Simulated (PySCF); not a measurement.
# `CCC(C)(C)[SiH2]F`, C5H13FSi

Geometry:
```
atom   x (Å)   y (Å)   z (Å)
  C1  -1.657  -1.383  -0.079
  C2  -1.159   0.008  -0.451
  C3   0.249   0.363   0.057
  C4   0.584   1.765  -0.473
  C5   0.265   0.418   1.587
 Si6   1.575  -0.870  -0.568
  F7   1.316  -1.124  -2.141
  H8  -1.689  -1.519   1.000
  H9  -1.018  -2.151  -0.509
 H10  -2.664  -1.528  -0.465
 H11  -1.864   0.750  -0.060
 H12  -1.166   0.096  -1.540
 H13   0.600   1.775  -1.561
 H14   1.556   2.097  -0.113
 H15  -0.163   2.484  -0.139
 H16   1.232   0.766   1.944
 H17  -0.499   1.106   1.949
 H18   0.081  -0.559   2.024
 H19   2.910  -0.292  -0.507
 H20   1.505  -2.191   0.040
```

Level of theory: PySCF, GIAO BHandHLYP/pcSseg-1 magnetisability, rotational g tensor and spin-rotation constants, non-relativistic, gas phase. Geometry: GFN2-xTB.

Task: What are the magnetisability and the molar susceptibility?

Result: Isotropic -1411 × 10⁻³⁰ J/T², or -85.0 × 10⁻⁶ cm³/mol; principal values -1445, -1437, -1351 × 10⁻³⁰ J/T², anisotropy 91 × 10⁻³⁰ J/T² (root of half the summed squared differences of the principal values). The susceptibility is in cgs units.

Task: Split it along the inertial axes a, b, c into diamagnetic and paramagnetic parts about the centre of mass, with the quadrupole moment.

Result: 
```csv
axis,χ (10⁻⁶ cm³/mol),diamagnetic (10⁻⁶ cm³/mol),paramagnetic (10⁻⁶ cm³/mol),summed x² of all electrons (Å²),quadrupole Θ (D Å)
a,-82.6,-679.4,596.8,132.0,-3.05
b,-86.6,-808.8,722.3,101.5,+1.40
c,-85.7,-990.8,905.1,58.6,+1.65
```
Anisotropies 2χaa − χbb − χcc = +7.0 and 2χbb − χaa − χcc = -4.7 × 10⁻⁶ cm³/mol. Θ is traceless in Buckingham's convention.

Task: And the rotational g tensor?

Result: 
```
axis  rotational constant (GHz)        g  nuclear part  electronic part
   a                     2.3220  -0.0132        0.6378          -0.6510
   b                     1.7465  -0.0089        0.5837          -0.5926
   c                     1.4031  -0.0078        0.5888          -0.5966
```
Asymmetric top; isotopes 12C, 19F, 1H, 28Si; no vibrational averaging.
